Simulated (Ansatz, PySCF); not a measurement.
Noncovalent pair: HCl (SMILES Cl) (first 2 atoms) with CH3F (SMILES CF); geometry from B3LYP-D3(BJ)/def2-TZVP, rigid monomers moved along the line of their centres of mass till H2···F4 is 3.48 Å.
(charge 0, multiplicity 1):
```xyz
7

Cl     0.165     0.052    -0.136
H      0.215     0.509     1.070
C     -0.657    -0.541     5.066
F     -0.118     0.639     4.534
H      0.059    -0.951     5.777
H     -1.594    -0.292     5.562
H     -0.829    -1.239     4.248
```

Interaction energies are E(AB) − E(A) − E(B) at the monomers' geometry in the complex; basis-set methods are counterpoise corrected.

Correlated levels freeze the cores. CBS: X⁻³ extrapolation of the correlation energy, Hartree–Fock from the larger set.

Codes used: Ansatz (Gaussian basis) for Hartree–Fock, density functionals and correlated methods; PySCF for the dispersion terms. 

PBE/def2-TZVPPD gives -0.87 kcal/mol for the interaction energy.

Question: Predict the shift from PBE, with its sign, for: PBE-D3(BJ)/def2-TZVPPD, r2SCAN/def2-TZVPPD, B3LYP/def2-TZVPPD, wB97M-V/def2-TZVPPD, MP2/CBS(aug-cc-pV(D+d)Z, aug-cc-pV(T+d)Z), CCSD(T)/CBS(aug-cc-pV(D+d)Z, aug-cc-pV(T+d)Z).

Answer: PBE-D3(BJ)/def2-TZVPPD -0.16; r2SCAN/def2-TZVPPD -0.01; B3LYP/def2-TZVPPD 0.12; wB97M-V/def2-TZVPPD -0.12; MP2/CBS(aug-cc-pV(D+d)Z, aug-cc-pV(T+d)Z) -0.17; CCSD(T)/CBS(aug-cc-pV(D+d)Z, aug-cc-pV(T+d)Z) -0.15 kcal/mol. 1 of 6 lie above PBE; the widest gap is to MP2/CBS(aug-cc-pV(D+d)Z, aug-cc-pV(T+d)Z).

Ansatz is a program for electronic structure.
